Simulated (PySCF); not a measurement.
Input and output of a TDDFT job on `[SiH3]OC[SiH2]O[SiH2]Cl`.

The calculation used TDDFT B3LYP/def2-SVPD, vertical, gas phase, core orbitals frozen in the response (PySCF).

Input of the driver that calls PySCF (job settings, then Cartesian coordinates in Å):

```
{"job": {"kind": "uv", "xc": "B3LYP", "basis": "def2-SVPD", "nstates": 8, "ntriplets": 3}, "charge": 0, "multiplicity": 1}
Si     1.3512    -1.5923     1.3203
O      0.6096    -0.8600     0.0798
C      1.1440     0.0571    -0.8519
Si    -0.3542     0.6241    -1.8860
O     -1.5064     1.0692    -0.8328
Si    -2.0783     1.0106     0.6831
Cl    -0.7684     1.8809     1.9156
H      0.2337    -2.3787     1.8196
H      1.8766    -0.6209     2.2829
H      2.4717    -2.4121     0.8434
H      1.6198     0.8861    -0.3179
H      1.9238    -0.4323    -1.4425
H     -0.0667     1.8228    -2.6672
H     -0.9038    -0.5011    -2.6346
H     -2.2798    -0.3699     1.0883
H     -3.2804     1.8256     0.5884
```

The driver printed:

```
coarse grid: 15336 points
cycle   1  E = -1521.9253952146  dE =  7.223e-01  |g| = 1.019e+00  |ddm| = 6.019e+00
cycle   2  E = -1521.4106801008  dE =  5.147e-01  |g| = 1.902e+00  |ddm| = 3.693e+00
cycle   3  E = -1522.1171272915  dE = -7.064e-01  |g| = 1.236e-01  |ddm| = 2.551e+00
cycle   4  E = -1522.1201971402  dE = -3.070e-03  |g| = 5.739e-02  |ddm| = 3.458e-01
cycle   5  E = -1522.1211060551  dE = -9.089e-04  |g| = 9.213e-03  |ddm| = 1.140e-01
cycle   6  E = -1522.1211294386  dE = -2.338e-05  |g| = 1.801e-03  |ddm| = 2.040e-02
cycle   7  E = -1522.1211302527  dE = -8.141e-07  |g| = 5.854e-04  |ddm| = 4.275e-03
final grid: 129496 points
cycle   8  E = -1522.3182480036  dE = -2.165e-05  |g| = 3.643e-03  |ddm| = 9.483e-02
cycle   9  E = -1522.3182457410  dE =  2.263e-06  |g| = 5.067e-03  |ddm| = 1.179e-02
cycle  10  E = -1522.3182508596  dE = -5.119e-06  |g| = 6.706e-04  |ddm| = 6.128e-03
cycle  11  E = -1522.3182509578  dE = -9.823e-08  |g| = 1.574e-04  |ddm| = 1.210e-03
cycle  12  E = -1522.3182509635  dE = -5.669e-09  |g| = 4.035e-05  |ddm| = 2.617e-04
cycle  13  E = -1522.3182509639  dE = -4.075e-10  |g| = 1.023e-05  |ddm| = 8.307e-05
converged SCF energy = -1522.3182509639

Static polarisability (au): isotropic 106.083, principal 97.677 106.847 113.725

Singlet excitations
state   eV       nm        f      main configurations
  1   6.6392    186.7   0.01120   H->L 0.96
  2   6.7838    182.8   0.00135   H-1->L 0.92
  3   6.9911    177.3   0.02092   H->L+1 0.93
  4   7.3134    169.5   0.00333   H-2->L 0.58, H-1->L+1 0.16, H-2->L+1 0.15
  5   7.3417    168.9   0.01343   H-1->L+1 0.75, H-2->L 0.12
  6   7.4368    166.7   0.01728   H->L+2 0.87
  7   7.5667    163.9   0.00840   H->L+3 0.41, H-2->L+1 0.33
  8   7.6623    161.8   0.00551   H->L+3 0.45, H-2->L+1 0.31, H-2->L 0.11

Triplet excitations (Tamm-Dancoff, eV): 6.3868 6.5070 6.7726
```

The SCF starts on a coarse grid; the energy jumps when the final grid takes over, and dE counts afresh there. The run used 237 basis functions and 13 SCF iterations for the ground state.

The run took 54 s on one thread of an Arm Neoverse V2, no GPU (shared host), and the process peaked at 1.0 GiB of memory.

The structure is a single GFN2-xTB conformer in the gas phase; no vibrational or solvent corrections.
